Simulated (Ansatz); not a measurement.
All numbers were calculated with Ansatz.

A structure relaxed at PBE0-D4/def2-TZVP, charge 0, multiplicity 1:

```json
{"atom": "C1", "x (Å)": "1.586", "y (Å)": "-0.541", "z (Å)": "1.134"}
{"atom": "Ga2", "x (Å)": "0.050", "y (Å)": "0.603", "z (Å)": "0.593"}
{"atom": "C3", "x (Å)": "-1.801", "y (Å)": "-0.050", "z (Å)": "0.922"}
{"atom": "P4", "x (Å)": "0.155", "y (Å)": "0.223", "z (Å)": "-1.961"}
{"atom": "H5", "x (Å)": "1.415", "y (Å)": "-1.594", "z (Å)": "0.899"}
{"atom": "H6", "x (Å)": "1.721", "y (Å)": "-0.467", "z (Å)": "2.218"}
{"atom": "H7", "x (Å)": "2.523", "y (Å)": "-0.227", "z (Å)": "0.669"}
{"atom": "H8", "x (Å)": "0.285", "y (Å)": "2.168", "z (Å)": "0.470"}
{"atom": "H9", "x (Å)": "-2.041", "y (Å)": "0.078", "z (Å)": "1.982"}
{"atom": "H10", "x (Å)": "-2.547", "y (Å)": "0.506", "z (Å)": "0.351"}
{"atom": "H11", "x (Å)": "-1.906", "y (Å)": "-1.113", "z (Å)": "0.691"}
{"atom": "H12", "x (Å)": "-0.770", "y (Å)": "0.893", "z (Å)": "-2.791"}
{"atom": "H13", "x (Å)": "0.002", "y (Å)": "-1.066", "z (Å)": "-2.518"}
{"atom": "H14", "x (Å)": "1.327", "y (Å)": "0.587", "z (Å)": "-2.659"}
```

(1) Give its formula and SMILES.

(2) Point group (tolerance 0.08 Å, 0.16 Å for H)?

(3) Summarise the bond lengths by kind.

Answers

(1) C2H10GaP, `[CH3][GaH-]([CH3])[PH3+]`.

(2) Cs.

(3) 2 × C–Ga 1.990 Å; 6 × C–H 1.092 to 1.094 Å; 1 × Ga–P 2.585 Å; 1 × Ga–H 1.588 Å; 3 × H–P 1.411 to 1.412 Å.
